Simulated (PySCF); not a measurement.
Al(H)2(vinyl) (C2H5Al), SMILES [AlH2][CH]=C.

Coordinates come from a PBE0-D3(BJ)/def2-TZVP optimisation.

Calculation: TDDFT-B3LYP/def2-SVPD (PySCF 2.14.0).

Vertical excitations. Gas-phase values at a fixed geometry. State labels are in the subgroup Cs.

| state | symmetry | energy (eV) | λ (nm) | f | main pairs |
|---|---|---|---|---|---|
| S1 | A" | 4.85 | 256 | 0.001 | HOMO→LUMO 100 % |
| S2 | A" | 5.17 | 240 | 0.000 | HOMO−2→LUMO 100 % |
| S3 | A' | 5.60 | 221 | 0.139 | HOMO−1→LUMO 95 % |
| S4 | A" | 6.67 | 186 | 0.005 | HOMO→LUMO+1 98 % |
| S5 | A" | 7.25 | 171 | 0.000 | HOMO−2→LUMO+1 95 % |
| S6 | A" | 7.31 | 170 | 0.051 | HOMO−1→LUMO+2 79 %, HOMO−3→LUMO 13 % |
| S7 | A' | 7.39 | 168 | 0.036 | HOMO→LUMO+2 87 % |
| S8 | A" | 7.49 | 166 | 0.057 | HOMO−3→LUMO 78 % |
| S9 | A' | 7.65 | 162 | 0.055 | HOMO−2→LUMO+2 38 %, HOMO−1→LUMO+1 36 %, HOMO→LUMO+3 9 %, HOMO→LUMO+2 8 % |
| S10 | A' | 7.75 | 160 | 0.210 | HOMO−2→LUMO+2 55 %, HOMO−1→LUMO+1 27 %, HOMO→LUMO+3 10 % |
| T1 | A' | 3.99 | 311 | 0 | HOMO−1→LUMO 82 %, HOMO−1→LUMO+1 17 % |
| T2 | A" | 4.45 | 279 | 0 | HOMO→LUMO 97 % |
| T3 | A" | 4.80 | 258 | 0 | HOMO−2→LUMO 97 % |
| T4 | A' | 6.02 | 206 | 0 | HOMO−1→LUMO+1 80 %, HOMO−1→LUMO 18 % |
Triplets are in the Tamm–Dancoff approximation, which puts them higher than full response would, so one can lie above its singlet here.
